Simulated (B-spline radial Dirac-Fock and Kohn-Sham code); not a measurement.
Level of theory: configuration-average Dirac-Fock orbitals; a radial B-spline solver.

Q: This computed X-ray form factor belongs to an atom or ion in its tabulated ground configuration. Which?

| sin θ/λ (Å⁻¹) | f₀ |
| --- | --- |
| 0.06 | 46.902 |
| 0.12 | 46.609 |
| 0.15 | 46.391 |
| 0.18 | 46.127 |
| 0.34 | 44.001 |
| 1.49 | 20.287 |
| 1.84 | 16.818 |
| 3.44 | 8.862 |
| 4.24 | 6.465 |

A: Pb³⁵⁺, with 47 electrons in [Kr] 4d10 4f1. f₀ tends to the number of electrons as s goes to zero, which the first rows give only roughly, and the rate of fall reflects the nuclear charge, 82.

Q: This computed X-ray form factor belongs to an atom or ion in its tabulated ground configuration. Which?

```csv
sin θ/λ (Å⁻¹),f₀
0.25,59.097
0.3,57.524
0.35,55.766
0.45,51.857
0.8,37.561
1,30.834
1.6,18.969
2,15.525
2.5,12.870
```

A: Bi²⁰⁺, with 63 electrons in [Kr] 4d10 4f14 5s2 5p1. f₀ tends to the number of electrons as s goes to zero, which the first rows give only roughly, and the rate of fall reflects the nuclear charge, 83.

Q: This computed X-ray form factor belongs to an atom or ion in its tabulated ground configuration. Which?

```csv
sin θ/λ (Å⁻¹),f₀
0.05,6.998
0.15,6.982
0.35,6.905
0.4,6.877
0.5,6.808
0.6,6.727
1.6,5.354
1.8,5.016
5,1.660
```

A: Tc³⁶⁺, with 7 electrons in [He] 2s2 2p3. f₀ tends to the number of electrons as s goes to zero, which the first rows give only roughly, and the rate of fall reflects the nuclear charge, 43.

Q: This computed X-ray form factor belongs to an atom or ion in its tabulated ground configuration. Which?

```
sin θ/λ (Å⁻¹)      f₀
         0.15  27.382
         0.25  26.333
          0.3  25.645
          0.5  22.134
          0.6  20.133
          0.7  18.121
          0.9  14.402
            1  12.803
          1.8   6.405
```

A: Mo¹⁴⁺, with 28 electrons in [Ar] 3d10. f₀ tends to the number of electrons as s goes to zero, which the first rows give only roughly, and the rate of fall reflects the nuclear charge, 42.

Q: This computed X-ray form factor belongs to an atom or ion in its tabulated ground configuration. Which?

```csv
sin θ/λ (Å⁻¹),f₀
0.03,81.601
0.12,76.626
0.19,71.060
0.35,58.903
0.43,53.692
0.66,42.089
1,30.807
1.23,25.226
2.31,13.791
```

A: Bi⁺, with 82 electrons in [Xe] 4f14 5d10 6s2 6p2. f₀ tends to the number of electrons as s goes to zero, which the first rows give only roughly, and the rate of fall reflects the nuclear charge, 83.
